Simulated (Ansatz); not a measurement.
BrCdH₃OSi (`[SiH3][O][Cd][Br]`) at its PBE0-D4/def2-TZVP geometry, where that method's forces vanish. The species carries charge 0 and has multiplicity 1. Cd: def2 effective core potential.

```xyz
7

Si    0.6875   -1.0668    0.1746
O     0.5756    0.5423   -0.0312
Cd   -0.8811    1.8250   -0.2804
Br   -2.5749    3.4783   -0.5898
H     2.1212   -1.4403    0.3050
H    -0.0340   -1.5220    1.4004
H     0.1056   -1.8165   -0.9785
```

Question: What forces (eV/Å) does ωB97M-V/def2-TZVPP give on these atoms in Ansatz 0.2.0? (Best estimate.)

Answer: The calculation gave: 
```
Si1  0.091 -0.211  0.033
O2  -0.052  0.014 -0.005
Cd3 -0.028  0.062 -0.009
Br4  0.032 -0.037  0.006
H5  -0.175  0.028 -0.014
H6   0.074  0.056 -0.138
H7   0.058  0.088  0.127
```
